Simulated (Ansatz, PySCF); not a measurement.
Reaction (SMILES): [S]B(S)S → [S-]B(S)S (an electron is taken up)
Each molecule is optimised on its own at B3LYP-D3(BJ)/def2-TZVP (Ansatz, a program for electronic structure), one conformer each, not searched for the lowest.
Geometry of the first species:
SMILES: [S]B(S)S
```xyz
6

S     -0.3133     1.2214    -1.3046
B     -0.0076     0.0298    -0.0318
S      1.6755    -0.4043     0.5001
S     -1.3573    -0.8358     0.8245
H      2.3429     0.4115    -0.3333
H     -2.3816    -0.2606     0.1721
```
Charge 0, spin multiplicity 2.

Wanted: adiabatic electron affinity (0 K, with B3LYP-D3(BJ) harmonic zero-point energies from PySCF), positive where the reaction releases energy, in eV. Valence correlation only, unless marked. Open shells are spin-unrestricted. No spin-orbit coupling. No relativistic terms. Anions need diffuse functions: aug- sets have them; def2-D sets add few; the other sets have none. CBS marks a two-point X^-3 extrapolation of the correlation energy; Hartree-Fock from the larger set.

CCSD(T)/CBS(aug-cc-pV(T+d)Z,aug-cc-pV(Q+d)Z) (Ansatz) gives 3.13 eV.

Question: Another calculation gave 2.88 eV. Which level was it?
(A) wB97M-V/def2-TZVPD (Ansatz)
(B) revPBE/def2-TZVPD (Ansatz)
(C) SVWN5/def2-TZVPD (Ansatz)
(D) BHLYP/def2-TZVPD (Ansatz)

Answer: B, revPBE/def2-TZVPD (Ansatz). The others give 2.77 (BHLYP), 3.15 (SVWN5), 3.00 (wB97M-V) eV.
